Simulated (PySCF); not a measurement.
## Ar⁺ (argon, charge +1): UHF calculation

Configuration: [Ne] 3s2 3p5, 2P determinant. All numbers are calculated (PySCF 2.14, no relativity, point nucleus, in aug-cc-pwCVTZ).

```json
{"Total energy": "-526.278431 hartree", "One-electron energy": "-719.4520 hartree", "Hartree (Coulomb) energy": "223.0300 hartree", "Exchange energy": "-29.8565 hartree", "Kinetic energy": "526.27489 hartree", "⟨S²⟩": "0.7593", "⟨L²⟩": "2.033", "Sum of ⟨r⟩": "13.81 bohr", "Sum of ⟨r²⟩": "20.21 bohr²", "Traceless quadrupole moment −½Σ⟨3z² − r²⟩ along its main axis": "1.13 e·bohr²", "Density at the nucleus (Gaussians lack the cusp)": "3790 bohr⁻³", "Spin density at the nucleus": "0.0519 bohr⁻³", "Langevin diamagnetic susceptibility": "-16.0 ×10⁻⁶ cm³/mol"}
```

```csv
shell,electrons,mean orbital energy (eV),spread (eV),"rms radius, mean of both spins (bohr)"
1s α,1,-3242.0,0,0.0998
1s β,1,-3241.6,0,0.0998
2s α,1,-349.46,0,0.448
2s β,1,-349.08,0,0.448
2p α,3,-274.72,0.837,0.417
2p β,3,-274.00,0.693,0.417
3s α,1,-48.549,0,1.49
3s β,1,-44.736,0,1.49
3p α,3,-29.147,2.466,1.69
3p β,2,-27.633,0,1.69
```

Spin-orbit constants ζ (cm⁻¹) from the X2C one-electron operator on these orbitals (non-relativistic here): bare nucleus, nucleus screened by l(l+1)(2l+1)/3 electrons, and screened by the Breit-Pauli mean field of the electrons.

```
shell   bare  screened nucleus  mean field
   2p  12870             11440       10780
   3p   1076             956.7       890.8
```

To first order the Landé constant is A = -890.8 cm⁻¹, so the lowest level has J = 3/2 and lies 0.0552 eV below the centre of the term.
